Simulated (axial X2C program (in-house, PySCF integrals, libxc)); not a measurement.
Low determinants of GaTa at the PBE0 level, 2c

Computed with an axial X2C code built on PySCF integrals. Two-component (2c) means X2C with spin–orbit coupling and atomic mean-field two-electron Coulomb and Gaunt terms. Basis: Ta dyall-cv3z [13s14p9d7f4g], Ga dyall-cv3z [9s9p7d4f1g] (cores contracted in-house); Gaussian nuclei, density fitting, unrestricted open shells. Masses: Ta 180.948 u, Ga 68.926 u.

Search at 2.611 Å (vertical energies from the lowest determinant):

```csv
ΔE (eV),state,electrons beyond evenly filled partner blocks,"electrons in ±ω = 1/2, 3/2, 5/2, 7/2"
0.00,Ω = 4,"ω = 3/2, ω = 5/2",62 29 11 2
0.04,Ω = 3,"ω = 1/2, ω = 5/2",61 30 11 2
0.09,Ω = 2,"ω = -1/2, ω = 5/2",61 30 11 2
0.26,Ω = 1,"ω = -3/2, ω = 5/2",62 29 11 2
0.34,Ω = 1,"ω = -1/2, ω = 3/2",63 29 10 2
0.46,Ω = 3,2 × ω = 3/2,62 30 10 2
0.53,Ω = 0,none,62 30 10 2
```

Lowest determinant, Ω = 4 (⟨Sz⟩ = 1.97, ⟨Lz⟩ = 2.03 at PBE0): Re = 2.608 Å, ωe = 194.5 cm⁻¹.

The determinant in row 2 of the search, Ω = 3 (⟨Sz⟩ = 2.98, ⟨Lz⟩ = 0.02 at PBE0), was followed along the bond at PBE0; measured from the minimum of the lowest determinant it gives:

Te = 0.000 eV (3 cm⁻¹), Re = 2.511 Å, ωe = 218.5 cm⁻¹.

(1) Compare the bond of the determinant in row 2 with that of the lowest one.

The search compares states at one distance, so a state with another bond length can lie lower; it is not exhaustive and yields mostly the lowest determinant of each block pattern, so other components and higher states of one pattern are missing. These are energies of single determinants, not of spin-adapted states; PBE0 term energies can be off by some tenths of an eV, and the functional has no current term. Open-shell Ω = 0 determinants with evenly filled partner blocks cannot be reached by this program, so the Ω shown need not be the lowest component. The lowest determinant need not be the ground state where others lie within half an eV.

## Answers

(1) At PBE0 its Re is 0.097 Å shorter and its force constant, which goes as ωe², is 1.26 times that of the lowest determinant. T0 ≈ Te + Δωe/2 = 3 + (12) = 15 cm⁻¹.
